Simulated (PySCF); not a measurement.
# Bonding in `C#C[C@](C)(C#CC)[SiH2]C`

C8H12Si.
SMILES with atom numbers: `[CH:1]#[C:2][C@:3]([CH3:4])([C:5]#[C:6][CH3:7])[SiH2:8][CH3:9]` (hydrogens: H10 on C1; H11, H12, H13 on C4; H14, H15, H16 on C7; H17, H18 on Si8; H19, H20, H21 on C9)

Cartesian coordinates in Å at the GFN2-xTB level; atoms count from 1:
```xyz
21
C8H12Si angstrom
C      0.5568   -1.7946   -2.2779
C      0.3554   -0.8149   -1.6193
C      0.1113    0.3667   -0.8138
C      0.6250    1.6108   -1.5495
C      0.8175    0.2151    0.4477
C      1.4135    0.0940    1.4812
C      2.1301   -0.0473    2.7315
Si    -1.7858    0.4936   -0.4579
C     -2.3403   -1.0769    0.4416
H      0.7400   -2.6485   -2.8590
H      1.6944    1.5247   -1.7399
H      0.4522    2.5002   -0.9471
H      0.1110    1.7260   -2.5017
H      1.4622   -0.4232    3.5072
H      2.9586   -0.7457    2.6106
H      2.5268    0.9184    3.0459
H     -2.4721    0.6365   -1.7487
H     -2.0043    1.6876    0.3691
H     -3.4027   -1.0450    0.6606
H     -1.8089   -1.2007    1.3808
H     -2.1497   -1.9597   -0.1620
```

Bond orders from the PBE0/pcSseg-1 density (PySCF). The structure is a single GFN2-xTB conformer in the gas phase; no vibrational or solvent corrections.

Problem. How far do the computed orders between heavy atoms stray from the drawn ones?

Solution. The largest departure is 0.487, at C1–C2 (drawn triple, 2.513). Drawn single, order above 1.12: C6–C7 (1.240). Drawn single, order below 0.88: C3–Si8 (0.813). Drawn double or triple, more than 0.30 short of the drawn order: C1–C2 (2.513) and C5–C6 (2.647).

Problem. Set the Mayer orders of the bonds beside their lengths.

Solution. 
```
   bond  drawn as  length (Å)  Mayer order
  C1–C2    triple       1.198        2.513
  C2–C3    single       1.451        0.895
  C3–C4    single       1.534        1.055
  C3–C5    single       1.454        0.904
  C5–C6    triple       1.199        2.647
  C6–C7    single       1.448        1.240
 C3–Si8    single       1.934        0.813
 Si8–C9    single       1.893        0.976
 C1–H10    single       1.049        1.159
 C4–H11    single       1.090        0.962
 C4–H12    single       1.088        0.959
 C4–H13    single       1.088        0.958
 C7–H14    single       1.090        0.924
 C7–H15    single       1.090        0.926
 C7–H16    single       1.090        0.926
Si8–H17    single       1.469        0.935
Si8–H18    single       1.469        0.935
 C9–H19    single       1.085        0.960
 C9–H20    single       1.086        0.953
 C9–H21    single       1.086        0.952
```

Bonds between the same two heavy elements. C–C: lowest C2–C3 (0.895, 1.451 Å), highest C5–C6 (2.647, 1.199 Å); in 2 of the 15 pairs the longer bond (by over 0.003 Å) has the higher order (by 0.02 or more). C–Si: lowest C3–Si8 (0.813, 1.934 Å), highest Si8–C9 (0.976, 1.893 Å).

Problem. Sum the orders of all bonds at each heavy atom with more than one neighbour and set the sums beside the valence in the SMILES.

Solution. C1 3.672 (drawn 4), C2 3.408 (drawn 4), C3 3.667 (drawn 4), C4 3.934 (drawn 4), C5 3.551 (drawn 4), C6 3.887 (drawn 4), C7 4.016 (drawn 4), Si8 3.659 (drawn 4), C9 3.841 (drawn 4). Orders between atoms that aren't bonded are not in these sums.

The Mayer order sums products of elements of PS (density times overlap matrix) between the two atoms' basis functions, so it depends on the basis set.
